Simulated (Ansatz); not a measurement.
`[GeH3][SiH]1BO1` + H₂ → `B1O[SiH2]1` + GeH₄  (hydrogenolysis of the Si–Ge bond)

Calculated with Ansatz (gas phase, PBE0-D4/def2-TZVP geometries, no zero-point term in ΔE). CCSD(T)/CBS adds triple-zeta CCSD(T) − MP2 to the extrapolated MP2 energy (def2 sets, frozen cores). This one scheme is used for every species. Functionals use def2-TZVPP. For Ge outer-core shells are correlated without core-valence functions, which leaves a few kJ/mol of doubt a bond. Scalar relativity is left out up to krypton.

```csv
level,ΔE (eV)
LC-ωPBE,-0.07
CCSD(T)/def2-SVP,-0.16
MP2/def2-TZVPP,0.01
MP2/CBS(def2),0.05
```

(1) What does CCSD(T)/CBS give? (Estimate.)

Largest T1 diagnostic among the species: 0.017.

## Answers

(1) The calculation gave: +0.01 eV. The listed levels differ from it by -0.08, -0.17, 0.00, 0.04 eV.

From BLYP to BHLYP (50 % exact exchange), in def2-TZVPP and without D4, ΔE moves by −0.12 eV. In def2-TZVPP, CCSD(T) changes the Hartree–Fock value by +0.30 eV (the triples alone add +0.06 eV) and MP2 by +0.34 eV. Leaving LDA and LC-ωPBE aside and taking each functional with its dispersion term where it has one, the values, not all of them listed here, spread over 0.23 eV, from CAM-B3LYP-D4 to revPBE-D4.
